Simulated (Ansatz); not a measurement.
BCl2(vinyl) (C₂H₃BCl₂). Total charge 0; singlet. Geometry PBE-D4/def2-SVP, basis def2-TZVP, Ansatz.

```tsv
atom	x (Å)	y (Å)	z (Å)
B1	-0.603	1.001	0.409
Cl2	-0.839	2.699	-0.010
Cl3	-1.421	0.378	1.846
C4	0.300	0.102	-0.472
C5	0.532	-1.207	-0.215
H6	0.778	0.557	-1.358
H7	0.075	-1.702	0.658
H8	1.179	-1.827	-0.858
```

```json
{"run": "A", "HOMO (eV)": "-7.29", "LUMO (eV)": "-3.06"}
{"run": "B", "HOMO (eV)": "-8.48", "LUMO (eV)": "-2.27"}
{"run": "C", "HOMO (eV)": "-8.08", "LUMO (eV)": "-2.65"}
{"run": "D", "HOMO (eV)": "-9.40", "LUMO (eV)": "-1.20"}
{"run": "E", "HOMO (eV)": "-11.21", "LUMO (eV)": "-0.06"}
{"run": "F", "HOMO (eV)": "-7.58", "LUMO (eV)": "-2.89"}
```

LC-ωPBE has ω = 0.4 bohr⁻¹. HSE06 is defined as in plane-wave codes, on full-range PBE exchange.

Q: The runs used B97M-V, BHLYP, HSE06, LC-ωPBE, PBE0, revPBE. Estimate which is which.

A: A revPBE (0 % exact exchange); B PBE0 (25 % exact exchange); C HSE06 (range-separated); D BHLYP (50 % exact exchange); E LC-ωPBE (range-separated); F B97M-V (0 % exact exchange). Exact exchange lowers occupied and raises empty levels; among semilocal functionals meta-GGAs tend to open the gap a little, and such runs are hard to tell apart. The gap grows from 4.23 eV (revPBE) to 11.15 eV (LC-ωPBE).
